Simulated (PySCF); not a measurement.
A series of derivatives of [SiH3]N1CCCC1

Parent skeleton `[SiH3:1][N:2]1[CH2:3][CH2:4][CH2:5][CH2:6]1`; one hydrogen on atom 1 is replaced by X. Hydrogens on one atom are averaged.

- structure optimised with PBE0-D3(BJ)/def2-SVP
- PBE0/pcSseg-1 with gauge-including orbitals
- code: PySCF 2.14
- non-relativistic, equivalent nuclei averaged, one conformer, isolated molecule

Scale: 29Si (σref 351.99) and 13C (σref 184.41) and 1H (σref 31.27) against TMS; 15N (σref 265.67) against NH3 (reference shieldings calculated alike).

Parent (X = H): Si1 -55.5, N2 22.5, C3/C6 51.6, C4/C5 30.6, H(Si1) 4.66, H(C3)/H(C6) 2.95, H(C4)/H(C5) 1.65 ppm. Effects are Δδ = δ(X) − δ(H), positive for deshielding.

Order these by the shift of Si1, most shielded first.
A. X = BF2
B. X = OCHO
C. X = CHF2

Answers

A (-12.4 ppm), C (+14.5 ppm), B (+25.9 ppm).

Experimental scales use liquid or dissolved standards, which lie at an offset from isolated NH3 (liquid NH3: subtract about 20 ppm).
